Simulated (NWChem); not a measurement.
System: C2H6BeS; SMILES [Be]([CH3])[S]C

Here is an NWChem input.

```
start job
memory heap 200 mb stack 900 mb global 1100 mb
geometry units angstroms noautosym nocenter noautoz
  Be     0.206285    -1.002629    -0.124505
  C     -0.261418    -2.608030    -0.020022
  H      0.589309    -3.288182    -0.206537
  H     -1.040703    -2.869148    -0.757468
  H     -0.658359    -2.865465     0.977675
  S      0.777198     0.818367    -0.235620
  C     -0.793311     1.721996     0.045776
  H     -1.537440     1.497938    -0.730221
  H     -0.553043     2.792325    -0.005009
  H     -1.213854     1.509024     1.037696
end
basis spherical
  Be library def2-tzvp
  C library def2-tzvp
  H library def2-tzvp
  S library def2-tzvp
end
dft
  xc pbe0
  iterations 150
end
property
  efieldgrad
end
task dft property
```

Parts of the log:

```
             Northwest Computational Chemistry Package (NWChem) 7.3.0
             --------------------------------------------------------

                             Geometry "geometry" -> ""
                             -------------------------

 Output coordinates in angstroms (scale by  1.889725989 to convert to a.u.)

  No.       Tag          Charge          X              Y              Z
 ---- ---------------- ---------- -------------- -------------- --------------
    1 Be                   4.0000     0.20628500    -1.00262900    -0.12450500
    2 C                    6.0000    -0.26141800    -2.60803000    -0.02002200
    3 H                    1.0000     0.58930900    -3.28818200    -0.20653700
    4 H                    1.0000    -1.04070300    -2.86914800    -0.75746800
    5 H                    1.0000    -0.65835900    -2.86546500     0.97767500
    6 S                   16.0000     0.77719800     0.81836700    -0.23562000
    7 C                    6.0000    -0.79331100     1.72199600     0.04577600
    8 H                    1.0000    -1.53744000     1.49793800    -0.73022100
    9 H                    1.0000    -0.55304300     2.79232500    -0.00500900
   10 H                    1.0000    -1.21385400     1.50902400     1.03769600

 Effective nuclear repulsion energy (a.u.)     121.1326059197

                              NWChem Property Module
                              ----------------------

  itol2e modified to match energy
  convergence criterion.

                                 NWChem DFT Module
                                 -----------------

 Summary of "ao basis" -> "ao basis" (spherical)
 ------------------------------------------------------------------------------
       Tag                 Description            Shells   Functions and Types
 ---------------- ------------------------------  ------  ---------------------
 Be                        def2-tzvp                 9       19   5s3p1d
 C                         def2-tzvp                11       31   5s3p2d1f
 H                         def2-tzvp                 4        6   3s1p
 S                         def2-tzvp                13       37   5s5p2d1f

  itol2e modified to match energy
  convergence criterion.

            General Information
            -------------------
          SCF calculation type: DFT
          Wavefunction type:  closed shell.
          No. of atoms     :    10
          No. of electrons :    38
           Alpha electrons :    19
            Beta electrons :    19
          Charge           :     0
          Spin multiplicity:     1
          Use of symmetry is: off; symmetry adaption is: off
          Maximum number of iterations: 150
          AO basis - number of functions:   154
                     number of shells:    68
          Convergence on energy requested:  1.00D-07
          Convergence on density requested:  1.00D-05
          Convergence on gradient requested:  5.00D-04

              XC Information
              --------------
                         PBE0 Method XC Functional
                     Hartree-Fock (Exact) Exchange  0.250
          PerdewBurkeErnzerhof Exchange Functional  0.750
            Perdew 1991 LDA Correlation Functional  1.000 local
           PerdewBurkeErnz. Correlation Functional  1.000 non-local

             Grid Information
             ----------------
          Grid used for XC integration:  fine
          Radial quadrature: Mura-Knowles
          Angular quadrature: Lebedev.
          Tag              B.-S. Rad. Rad. Pts. Rad. Cut. Ang. Pts.
          ---              ---------- --------- --------- ---------
          Be                  1.05       70          11.0       590
          C                   0.70       70          14.0       590
          H                   0.35       60          14.0       590
          S                   1.00      123          12.0       770
          Grid pruning is: on
          Number of quadrature shells:   693
          Spatial weights used:  Erf1

      Superposition of Atomic Density Guess
      -------------------------------------

 Sum of atomic energies:        -490.39359282

      Non-variational initial energy
      ------------------------------

 Total energy =    -492.194675
 1-e energy   =    -912.230987
 2-e energy   =     298.903706
 HOMO         =      -0.306643
 LUMO         =       0.001029

   convergence    iter        energy       DeltaE   RMS-Dens  Diis-err
 ---------------- ----- ----------------- --------- --------- ---------
 d= 0,ls=0.0,diis     1   -492.5311518897 -6.14D+02  3.77D-03  5.76D-01
 d= 0,ls=0.0,diis     2   -492.5573222335 -2.62D-02  1.92D-03  1.22D-01
 d= 0,ls=0.0,diis     3   -492.5649974784 -7.68D-03  8.13D-04  6.58D-02
 d= 0,ls=0.0,diis     4   -492.5735553232 -8.56D-03  1.06D-04  7.73D-04
 d= 0,ls=0.0,diis     5   -492.5736567919 -1.01D-04  2.42D-05  3.43D-05
  Resetting Diis
 d= 0,ls=0.0,diis     6   -492.5736618250 -5.03D-06  4.44D-06  1.04D-06
 d= 0,ls=0.0,diis     7   -492.5736619674 -1.42D-07  1.68D-06  5.45D-08
 d= 0,ls=0.0,diis     8   -492.5736619709 -3.52D-09  7.73D-07  3.73D-08

         Total DFT energy =     -492.573661970889
      One electron energy =     -916.657541888157
           Coulomb energy =      344.359664855281
    Exchange-Corr. energy =      -41.408390857758
 Nuclear repulsion energy =      121.132605919745

 Numeric. integr. density =       38.000000564515

                       DFT Final Molecular Orbital Analysis
                       ------------------------------------

 Vector   17  Occ=2.000000D+00  E=-3.237684D-01
              MO Center= -4.3D-02, -1.6D+00, -6.9D-02, r^2= 3.3D+00
   Bfn.  Coefficient  Atom+Function         Bfn.  Coefficient  Atom+Function
  ----- ------------  ---------------      ----- ------------  ---------------
    26      0.278826   2 C  py                4      0.243717   1 Be s
     3      0.236471   1 Be s                29      0.233846   2 C  py
     7      0.163465   1 Be py               83     -0.150644   6 S  px
     2     -0.136830   1 Be s                72     -0.123119   6 S  s
    32      0.116278   2 C  py               73     -0.112794   6 S  s

[...]

          -----------------------
          Electric field gradient
          -----------------------

 1 a.u. = 0.324123 10**(16) esu/cm**3  ( or statvolts/cm**2 ) = 0.97174 10**(22) v/m**2

 ------------------------------------------------------------
   Atom      X         Y         Z
 ------------------------------------------------------------
    1 Be   0.38982  -1.89469  -0.23528
 ------------------------------------------------------------

 Electric field gradient in molecular frame (a.u.)
         XX             YY             ZZ             XY             XZ             YZ
 ------------------------------------------------------------------------------------------
       -0.110063       0.204554      -0.094491       0.097489       0.002051      -0.020276

 Principal components (a.u.) and orientation
 of principal axis w.r.t. absolute frame                      Asymmetry parameter eta
 --------------------------------------------------------------------------------------
        0.233407      -0.139119      -0.094288                       0.192075

        0.272275       0.945388       0.179188
        0.960488      -0.278197       0.008294
       -0.057690      -0.169850       0.983780

 ------------------------------------------------------------
   Atom      X         Y         Z
 ------------------------------------------------------------
    2 C   -0.49401  -4.92846  -0.03784
 ------------------------------------------------------------

 Electric field gradient in molecular frame (a.u.)
         XX             YY             ZZ             XY             XZ             YZ
 ------------------------------------------------------------------------------------------
       -0.083992       0.183686      -0.099694       0.082286      -0.003986      -0.018330

 Principal components (a.u.) and orientation
 of principal axis w.r.t. absolute frame                      Asymmetry parameter eta
 --------------------------------------------------------------------------------------
        0.208097      -0.107464      -0.100633                       0.032825

        0.271428       0.945315       0.180849
        0.960542      -0.277917       0.011063
       -0.060719      -0.170710       0.983449

 ------------------------------------------------------------
   Atom      X         Y         Z
 ------------------------------------------------------------
    3 H    1.11363  -6.21376  -0.39030
 ------------------------------------------------------------

 Electric field gradient in molecular frame (a.u.)
         XX             YY             ZZ             XY             XZ             YZ
 ------------------------------------------------------------------------------------------
       -0.113608      -0.011116       0.124724       0.208903       0.054878      -0.045836

 Principal components (a.u.) and orientation
 of principal axis w.r.t. absolute frame                      Asymmetry parameter eta
 --------------------------------------------------------------------------------------
       -0.289782       0.153029       0.136753                       0.056167

        0.774880       0.594261       0.215440
       -0.608843       0.793289       0.001670
       -0.169914      -0.132464       0.976516

 ------------------------------------------------------------
   Atom      X         Y         Z
 ------------------------------------------------------------
    4 H   -1.96664  -5.42190  -1.43141
 ------------------------------------------------------------

 Electric field gradient in molecular frame (a.u.)
         XX             YY             ZZ             XY             XZ             YZ
 ------------------------------------------------------------------------------------------
       -0.076181       0.129459      -0.053277      -0.068868      -0.202423      -0.070705

 Principal components (a.u.) and orientation
 of principal axis w.r.t. absolute frame                      Asymmetry parameter eta
 --------------------------------------------------------------------------------------
       -0.290629       0.153624       0.137005                       0.057182

        0.706065       0.009119      -0.708088
        0.228560       0.943468       0.240058
        0.670248      -0.331337       0.664066

 ------------------------------------------------------------
   Atom      X         Y         Z
 ------------------------------------------------------------
    5 H   -1.24412  -5.41494   1.84754
 ------------------------------------------------------------

 Electric field gradient in molecular frame (a.u.)
         XX             YY             ZZ             XY             XZ             YZ
 ------------------------------------------------------------------------------------------
        0.082298       0.130151      -0.212449      -0.032231       0.139695       0.091843

 Principal components (a.u.) and orientation
 of principal axis w.r.t. absolute frame                      Asymmetry parameter eta
 --------------------------------------------------------------------------------------
       -0.290615       0.153633       0.136983                       0.057292

       -0.358798       0.147509       0.921686
       -0.225206       0.944583      -0.238843
        0.905840       0.293265       0.305694

 ------------------------------------------------------------
   Atom      X         Y         Z
 ------------------------------------------------------------
    6 S    1.46869   1.54649  -0.44526
 ------------------------------------------------------------

 Electric field gradient in molecular frame (a.u.)
         XX             YY             ZZ             XY             XZ             YZ
 ------------------------------------------------------------------------------------------
       -1.051594      -0.423744       1.475338       1.394221       0.466377      -0.249654

 Principal components (a.u.) and orientation
 of principal axis w.r.t. absolute frame                      Asymmetry parameter eta
 --------------------------------------------------------------------------------------
       -2.239683       1.558666       0.681017                       0.391863

        0.776202       0.175660       0.605519
       -0.615022      -0.000435       0.788510
       -0.138773       0.984451      -0.107697

 ------------------------------------------------------------
   Atom      X         Y         Z
 ------------------------------------------------------------
    7 C   -1.49914   3.25410   0.08650
 ------------------------------------------------------------

 Electric field gradient in molecular frame (a.u.)
         XX             YY             ZZ             XY             XZ             YZ
 ------------------------------------------------------------------------------------------
       -0.152378       0.020257       0.132121       0.189983       0.052538      -0.034073

 Principal components (a.u.) and orientation
 of principal axis w.r.t. absolute frame                      Asymmetry parameter eta
 --------------------------------------------------------------------------------------
       -0.284153       0.142647       0.141506                       0.004016

        0.831338       0.511233       0.217984
       -0.535489       0.841803       0.067964
       -0.148754      -0.173230       0.973583

 ------------------------------------------------------------
   Atom      X         Y         Z
 ------------------------------------------------------------
    8 H   -2.90534   2.83069  -1.37992
 ------------------------------------------------------------

 Electric field gradient in molecular frame (a.u.)
         XX             YY             ZZ             XY             XZ             YZ
 ------------------------------------------------------------------------------------------
       -0.052835       0.123368      -0.070533      -0.058513      -0.204670      -0.066317

 Principal components (a.u.) and orientation
 of principal axis w.r.t. absolute frame                      Asymmetry parameter eta
 --------------------------------------------------------------------------------------
       -0.285639       0.146366       0.139272                       0.024836

        0.674780       0.438922      -0.593312
        0.211194       0.655465       0.725095
        0.707156      -0.614584       0.349596

 ------------------------------------------------------------
   Atom      X         Y         Z
 ------------------------------------------------------------
    9 H   -1.04510   5.27673  -0.00947
 ------------------------------------------------------------

 Electric field gradient in molecular frame (a.u.)
         XX             YY             ZZ             XY             XZ             YZ
 ------------------------------------------------------------------------------------------
        0.117350      -0.263755       0.146404      -0.091429       0.006121       0.019352

 Principal components (a.u.) and orientation
 of principal axis w.r.t. absolute frame                      Asymmetry parameter eta
 --------------------------------------------------------------------------------------
       -0.285501       0.147647       0.137855                       0.034298

        0.221760       0.179461       0.958445
        0.973978       0.006391      -0.226551
       -0.046782       0.983744      -0.173374

[...]
```

Level: PBE0/def2-TZVP. The geometry was optimised at PBE0/def2-SVP. NWChem prints the field gradient with the sign opposite to the second derivative of the potential.
